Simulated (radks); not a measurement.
All-electron atom: the titanium ion Ti14+ in [He] 2s1 2p4 3d1 (not the ground configuration).

Calculated with a radial shooting solver on a logarithmic mesh with Libxc functionals: non-relativistic Kohn-Sham, BLYP, spin-polarised, spherical densities, point nucleus; open shells are filled with parallel spins first.

Energy parts (hartree):
| part | energy |
|---|---|
| total | -706.53253 |
| kinetic | 706.27283 |
| electron-nucleus | -1511.81483 |
| Hartree | 126.24446 |
| exchange-correlation | -27.23498 |

Orbitals (lengths in bohr, moments of r in powers of bohr; r(max) is where P^2 peaks; r(90%) holds 90 % of the orbital's charge):
1s up: occ. 1; eigenvalue (hartree) -199.7346; <1/r> 21.57; r(max) 0.04607; r(90%) 0.125; <r> 0.06997
1s down: occ. 1; eigenvalue (hartree) -199.3156; <1/r> 21.59; r(max) 0.04606; r(90%) 0.124; <r> 0.06989
2s up: occ. 1; eigenvalue (hartree) -37.50397; <1/r> 4.803; r(max) 0.2612; r(90%) 0.473; <r> 0.3079
2s down: occ. 0; eigenvalue (hartree) -36.59817; <1/r> 4.766; r(max) 0.2621; r(90%) 0.477; <r> 0.3101
2p up: occ. 3; eigenvalue (hartree) -34.97069; <1/r> 4.742; r(max) 0.2089; r(90%) 0.434; <r> 0.2676
2p down: occ. 1; eigenvalue (hartree) -34.02856; <1/r> 4.724; r(max) 0.2091; r(90%) 0.438; <r> 0.2693
3s up: occ. 0; eigenvalue (hartree) -14.37281; <1/r> 1.919; r(max) 0.7171; r(90%) 1.10; <r> 0.7599
3s down: occ. 0; eigenvalue (hartree) -14.07424; <1/r> 1.895; r(max) 0.7242; r(90%) 1.12; <r> 0.7693
3p up: occ. 0; eigenvalue (hartree) -13.57082; <1/r> 1.879; r(max) 0.6906; r(90%) 1.09; <r> 0.7375
3p down: occ. 0; eigenvalue (hartree) -13.26861; <1/r> 1.856; r(max) 0.6987; r(90%) 1.11; <r> 0.7481
3d up: occ. 1; eigenvalue (hartree) -12.53805; <1/r> 1.803; r(max) 0.5543; r(90%) 0.997; <r> 0.6546
3d down: occ. 0; eigenvalue (hartree) -12.15626; <1/r> 1.759; r(max) 0.5691; r(90%) 1.02; <r> 0.6710

The highest occupied level is 3d up at -341.18 eV. The configuration is held as typed, so some empty levels lie below it. The electron density at the nucleus is 6854 e/bohr^3. Virial ratio -V/T = 2.00037. The spin density at the nucleus is 317.8 e/bohr^3 (1s -3.9, 2s 321.7), a Fermi contact field of 1.67e+04 T.
